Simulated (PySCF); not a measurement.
**S (sulfur, neutral) across methods**

[Ne] 3s1 3p4 3d1, one real determinant (an excited configuration). Calculation: PySCF 2.14, in aug-cc-pCVTZ-DK (8s7p5d3f, 75 functions); scalar relativity by spin-free X2C-1e.

```
 method  E (hartree)  mean ε 3p α (eV)  mean ε 3p β (eV)  mean ε 3d α (eV)  Σ⟨r²⟩ (bohr²)   ⟨S²⟩
r2SCAN0    -398.4879           -12.768            -9.009             0.338          35.18  6.009
   BLYP    -398.5228           -10.391            -8.132             1.321          35.61  6.004
   PBE0    -398.3746           -12.332            -8.995             0.366          35.17  6.005
  HSE06    -398.3931           -11.915            -8.607             0.749          35.20  6.005
   MN15    -398.5832           -12.713            -9.941             0.357          35.14  6.004
 r2SCAN    -398.4978           -11.329            -8.118             1.038          35.27  6.009
    LDA    -397.1171           -10.773            -8.053             1.137          35.57  6.004
    UHF   -397.91160           -16.697           -10.316            -1.578          35.33  6.018
```

Task: Estimate the same row for PBE.

Result: E (hartree) = -398.3511; mean ε 3p α (eV) = -10.702; mean ε 3p β (eV) = -8.068; mean ε 3d α (eV) = 1.090; Σ⟨r²⟩ (bohr²) = 35.34; ⟨S²⟩ = 6.004.

⟨L²⟩ = 8.05 against 12 for a pure F term, so this real determinant mixes terms. The outer electron is Rydberg-like, and this basis confines it to a smaller radius and binds it less than a complete one would.

The highest occupied level is positive at r2SCAN0, BLYP, PBE0, HSE06, PBE, MN15, r2SCAN, LDA: only the finite basis holds that electron, which in a density functional comes from self-interaction.
